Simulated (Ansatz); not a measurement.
Ideal-gas functions of `O=[Se](Cl)Cl` at 800 K and 1 bar, from an Ansatz frequency run at PBE0-D4/def2-TZVP.

Molar mass 165.86 g/mol, point group Cs (symmetry number 1), electronic degeneracy 1, moments of inertia 135.48, 213.57, 307.036 u Å². Harmonic wavenumbers (cm⁻¹, unscaled): 150, 240, 273, 368, 397, 1044.

Use S(trans) = R[1.5 ln M + 2.5 ln T − 1.1517]; rotational temperatures θ = 24.2544 K / I; S(rot) = R[ln(√π/σ · √(T³/θAθBθC)) + 1.5]; for each mode x = 1.438777 ν̃/T, S = R[x/(eˣ − 1) − ln(1 − e⁻ˣ)] and H = RT x/(eˣ − 1); 1 cm⁻¹ = 0.0119627 kJ/mol; R = 8.31446 J/(mol·K).

Problem. By hand: the entropy, in J/(mol·K).

Solution. Translation 193.1. Rotation: θ = 0.179, 0.1136, 0.079 K, giving 127.3. Vibration, mode by mode: 19.23, 15.36, 14.31, 11.90, 11.29, 4.20, in all 76.3. Electronic 0.0. Sum 396.7 J/(mol·K).

Problem. By hand: H − E and G − E in kJ/mol, counted from the electronic energy.

Solution. Zero-point energy ½ × 2472 × 0.0119627 = 14.8; thermal vibration 27.8; translation, rotation and pV give 4 RT = 26.6. H − E = 69.2 kJ/mol, and G − E = 69.2 − 800 × 396.7/1000 = -248.2 kJ/mol.

Vibration gives 19 % of the entropy.
